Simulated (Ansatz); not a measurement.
GeH6O3Si can be A, `[OH][Ge]([OH])([OH])[SiH3]`, or B, `O[SiH2][O][GeH2][OH]`.

Isolated molecules relaxed with PBE0-D4/def2-TZVP in Ansatz; ΔE leaves out vibrations. CCSD(T)/CBS is the MP2 limit (def2-TZVPP, def2-QZVPP) plus CCSD(T) − MP2 in def2-TZVPP, frozen cores. DFT in def2-TZVPP. B3LYP here is the variant with VWN-RPA as its local correlation; programs differ in this. For Ge outer-core shells are correlated without core-valence functions, which leaves a few kJ/mol of doubt a bond. Scalar relativity is left out up to krypton. One conformer a species, not always the lowest.

Which is lower in electronic energy at CCSD(T)/CBS, and by how much? (Estimate.)

The calculation gave: B, by 34.7 kcal/mol.

Give E(B) − E(A) in kcal/mol with PBE-D4, MP2/def2-TZVPP, r2SCAN-D4, CCSD(T)/def2-TZVPP, CCSD/def2-TZVPP, B2PLYP, B3LYP. (Estimate.)

The calculation gave: PBE-D4 -28.1, MP2/def2-TZVPP -36.1, r2SCAN-D4 -33.3, CCSD(T)/def2-TZVPP -34.6, CCSD/def2-TZVPP -35.7, B2PLYP -35.4, B3LYP -34.4. None reverses the order clearly.

Largest T1 diagnostic: 0.013.

In def2-TZVPP, CCSD(T) changes the Hartree–Fock value by +6.8 kcal/mol (the triples alone add +1.0 kcal/mol) and MP2 by +5.4 kcal/mol. From PBE to PBE0 (25 % exact exchange), in def2-TZVPP and without D4, E(B) − E(A) moves by −2.9 kcal/mol.
